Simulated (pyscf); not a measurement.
[HN=Si–NH₂]• → [HN–SiH=NH]• (hydrogen shift; doublet surface; H–N broken, H–Si formed). Optimised with ωB97X-D3(BJ)/def2-SVP in PySCF. Correlated levels are frozen-core, on RHF or UHF. ΔMP2 is the change of the MP2 total energy from the triple- to the quadruple-zeta basis. Energies in kcal/mol from the reactant's lowest minimum found.

| level | barrier | reaction energy |
|---|---|---|
| ωB97X-D3(BJ)/def2-TZVP | 60.2 | +30.7 |
| PBE0-D3(BJ)/def2-TZVP | 58.6 | +31.0 |
| ωB97M-D3(BJ)/def2-TZVP | 59.9 | +31.6 |
| HF/def2-TZVP | 69.3 | +20.9 |
| MP2/def2-QZVPP | 57.9 | +40.7 |
| CCSD/def2-TZVPP | 61.6 | +30.3 |
| CCSD(T)/def2-TZVPP + ΔMP2(QZVPP) | ___ | ___ |

Question: What belongs in the gaps?

Answer: 
- CCSD(T)/def2-TZVPP + ΔMP2(QZVPP), barrier: 58.8
- CCSD(T)/def2-TZVPP + ΔMP2(QZVPP), reaction energy: +31.7

On the product side the descent ends in a point that may be a rotor saddle (no frequency run), 1.5 kcal/mol over the lowest minimum found and 28.0 kcal/mol under the saddle at ωB97X-D3(BJ)/def2-TZVP. This is the saddle that the search found; another between the same sides may lie lower. The CCSD(T) − MP2 part came from Ansatz, without density fitting, on the same reference. A UHF reference is spin-contaminated (<S²> up to 1.10), which harms MP2 most.
